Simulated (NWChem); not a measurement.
System: InICl2; SMILES [Cl][In]([Cl])[I]

Input file for NWChem:

```
start job
memory heap 200 mb stack 900 mb global 1100 mb
geometry units angstroms
  In    -0.664071     0.295988    -0.409851
  Cl    -2.539576    -1.000620    -0.620019
  Cl    -0.595766     2.398093    -1.315036
  I      1.476739    -0.658206     0.911407
end
basis spherical
  * library def2-svp
end
ecp
  In library def2-ecp
  I library def2-ecp
end
dft
  xc pbe0
  iterations 150
end
driver
  maxiter 120
end
task dft optimize
dft
  grid fine
  convergence energy 1d-8 density 1d-7
end
task dft freq numerical
```

Excerpt of the output:

```
             Northwest Computational Chemistry Package (NWChem) 7.3.0
             --------------------------------------------------------

 C2V symmetry detected

                             Geometry "geometry" -> ""
                             -------------------------

 Output coordinates in angstroms (scale by  1.889725989 to convert to a.u.)

  No.       Tag          Charge          X              Y              Z
 ---- ---------------- ---------- -------------- -------------- --------------
    1 In                  49.0000     0.00000000     0.00000000     0.76462622
    2 Cl                  17.0000     0.00000000    -1.98825904     1.90027687
    3 Cl                  17.0000     0.00000000     1.98825904     1.90027687
    4 I                   53.0000     0.00000000     0.00000000    -1.92596412

 Effective nuclear repulsion energy (a.u.)    1155.4014926516

      Symmetry information
      --------------------

 Group name             C2v
 Group number             16
 Group order               4
 No. of unique centers     3

                                Z-matrix (autoz)
                                --------

 Units are Angstrom for bonds and degrees for angles

      Type          Name      I     J     K     L     M      Value
      ----------- --------  ----- ----- ----- ----- ----- ----------
    1 Stretch                  1     2                       2.28973
    2 Stretch                  1     3                       2.28973
    3 Stretch                  1     4                       2.69059
    4 Bend                     2     1     3               120.53185
    5 Bend                     2     1     4               119.73408
    6 Bend                     3     1     4               119.73408
    7 Torsion                  2     1     3     4         180.00000
    8 Torsion                  2     1     4     3         180.00000
    9 Torsion                  3     1     2     4         180.00000
   10 Torsion                  2     4     1     3         180.00000
   11 Torsion                  3     2     1     4         180.00000
   12 Torsion                  2     3     1     4         180.00000

                           NWChem Geometry Optimization
                           ----------------------------

[...]

      ----------------------
      Optimization converged
      ----------------------

  Step       Energy      Delta E   Gmax     Grms     Xrms     Xmax
  ---- ---------------- -------- -------- -------- -------- --------
@    4   -1407.81085319 -4.6D-07  0.00022  0.00008  0.00066  0.00113
                                     ok       ok       ok       ok

                                Z-matrix (autoz)
                                --------

 Units are Angstrom for bonds and degrees for angles

      Type          Name      I     J     K     L     M      Value     Gradient
      ----------- --------  ----- ----- ----- ----- ----- ---------- ----------
    1 Stretch                  1     2                       2.32907   -0.00007
    2 Stretch                  1     3                       2.32907   -0.00007
    3 Stretch                  1     4                       2.63734   -0.00022
    4 Bend                     2     1     3               117.08073    0.00009
    5 Bend                     2     1     4               121.45964   -0.00005
    6 Bend                     3     1     4               121.45964   -0.00005
    7 Torsion                  2     1     3     4         180.00000    0.00000
    8 Torsion                  2     1     4     3         180.00000    0.00000
    9 Torsion                  3     1     2     4         180.00000    0.00000
   10 Torsion                  2     4     1     3         180.00000    0.00000
   11 Torsion                  3     2     1     4         180.00000    0.00000
   12 Torsion                  2     3     1     4         180.00000    0.00000

                         Geometry "geometry" -> "geometry"
                         ---------------------------------

[...]

 Rotational Constants
 --------------------
 A=   0.061069 cm-1  (  0.087862 K)
 B=   0.021446 cm-1  (  0.030856 K)
 C=   0.015872 cm-1  (  0.022836 K)

 Temperature                      =   298.15K
 frequency scaling parameter      =   1.0000

 Zero-Point correction to Energy  =    1.746 kcal/mol  (  0.002782 au)
 Thermal correction to Energy     =    5.722 kcal/mol  (  0.009119 au)
 Thermal correction to Enthalpy   =    6.315 kcal/mol  (  0.010063 au)

 Total Entropy                    =   88.068 cal/mol-K
   - Translational                =   43.088 cal/mol-K (mol. weight = 311.7422)
   - Rotational                   =   29.339 cal/mol-K (symmetry #  =        2)
   - Vibrational                  =   15.641 cal/mol-K

 Cv (constant volume heat capacity) =   16.677 cal/mol-K
   - Translational                  =    2.979 cal/mol-K
   - Rotational                     =    2.979 cal/mol-K
   - Vibrational                    =   10.718 cal/mol-K

[normal modes left out]

 ----------------------------------------------------------------------------
 Normal Eigenvalue ||           Projected Infra Red Intensities
  Mode   [cm**-1]  || [atomic units] [(debye/angs)**2] [(KM/mol)] [arbitrary]
 ------ ---------- || -------------- ----------------- ---------- -----------
    1       -0.000 ||    0.000001           0.000         0.001       0.001
    2       -0.000 ||    0.000039           0.001         0.038       0.033
    3       -0.000 ||    0.000046           0.001         0.045       0.039
    4        0.000 ||    0.000022           0.001         0.022       0.019
    5        0.000 ||    0.000013           0.000         0.012       0.011
    6        0.000 ||    0.000020           0.000         0.020       0.017
    7       67.803 ||    0.003492           0.081         3.404       2.948
    8       88.305 ||    0.009752           0.225         9.507       8.234
    9       92.240 ||    0.009421           0.217         9.184       7.954
   10      207.506 ||    0.014828           0.342        14.455      12.520
   11      369.645 ||    0.045908           1.059        44.754      38.762
   12      396.450 ||    0.058580           1.351        57.107      49.462
 ----------------------------------------------------------------------------
```

Level: PBE0/def2-SVP with def2 effective core potentials on In, I. def2 effective core potentials on In, I; no spin-orbit coupling.
